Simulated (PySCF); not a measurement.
Telling isomers of C6H5FN2 apart by NMR

Level of theory: σ from GIAO-PBE0/pcSseg-1, structure optimised with GFN2-xTB, in PySCF 2.14.0 with density-fitted response routines (fast rotation and ring inversion assumed for equivalent nuclei, relativity neglected, one computed conformer, gas phase).

Scale: TMS for 1H, 13C (reference shieldings calculated alike). Splittings of carbon signals by F and P are missing where no couplings were computed. Where no couplings were computed, multiplicities follow the n + 1 count of equivalent neighbours, and m marks all less simple cases (inequivalent or close neighbours, rings, F or P nearby). Shifts are as computed. Against solution values, carbons near 30 ppm lie about +3 ppm off and those near 130 ppm about +5 ppm. Of 1211 compounds with measured shifts, 218 miss one by over three times the rms of a fit or turn the order of signals round; such compounds aren't used in these exercises. OH and NH positions are gas-phase values without hydrogen bonding to other molecules.

(1) Tabulate the signals of `C#CCn1nccc1F`, `[H]/N=C\c1cncc(F)c1`, `[H]/N=C\c1ccc(F)cn1` and their relative energies.

(2) What is the quickest way to tell C#CCn1nccc1F from [H]/N=C\c1ccc(F)cn1?

(3) What is the quickest way to tell C#CCn1nccc1F from [H]/N=C\c1cncc(F)c1?

(4) What is the quickest way to tell [H]/N=C\c1cncc(F)c1 from [H]/N=C\c1ccc(F)cn1?

## Answers

(1) 
```json
{"SMILES": "C#CCn1nccc1F", "carbon types": "2×C 3×CH 1×CH2", "δC": "163.5, 140.5, 93.4, 82.6, 81.7, 40.8", "δH": "7.44 (m, 1H), 5.91 (m, 1H), 4.94 (d, 2H), 1.85 (t, 1H)", "E rel. (kcal/mol)": "54.0"}
{"SMILES": "[H]/N=C\\c1cncc(F)c1", "carbon types": "2×C 4×CH", "δC": "170.3, 169.3, 146.3, 145.9, 132.7, 129.8", "δH": "12.30 (br s, 1H), 9.05 (s, 1H), 8.91 (m, 1H), 8.49 (s, 1H), 7.44 (m, 1H)", "E rel. (kcal/mol)": "4.2"}
{"SMILES": "[H]/N=C\\c1ccc(F)cn1", "carbon types": "2×C 4×CH", "δC": "169.5, 166.9, 150.0, 144.5, 130.7, 130.1", "δH": "13.20 (br s, 1H), 8.91 (m, 1H), 8.51 (s, 1H), 7.77 (m, 1H), 7.45 (m, 1H)", "E rel. (kcal/mol)": "0.0"}
```

Energies are electronic energies at PBE0/pcSseg-1 on these geometries, without zero-point or thermal terms, each for the one conformer computed, which needn't be the lowest.

(2) Both give the same number of carbon signals, but DEPT or the intensities differ. The first has an alkyne carbon (C) at 82.6 ppm, the second a C=N carbon (CH) at 166.9 ppm. Their most deshielded carbons lie at 163.5 and 169.5 ppm. In the proton spectra the most deshielded non-exchanging signals are 7.44 (m, 1H) and 8.91 (m, 1H).

(3) Both give the same number of carbon signals, but DEPT or the intensities differ. The first has a propargylic sp3 CH2 bonded to N at 40.8 ppm, the second a substituted aromatic carbon (C) at 132.7 ppm. Their most deshielded carbons lie at 163.5 and 170.3 ppm. In the proton spectra the most deshielded non-exchanging signals are 7.44 (m, 1H) and 9.05 (s, 1H).

(4) Both give the same number of carbon signals, with the same numbers of each carbon type, so the positions decide. The first has a substituted aromatic carbon (C) at 132.7 ppm, the second a substituted aromatic carbon next to a ring nitrogen (C) at 150.0 ppm. Their most deshielded carbons lie at 170.3 and 169.5 ppm.
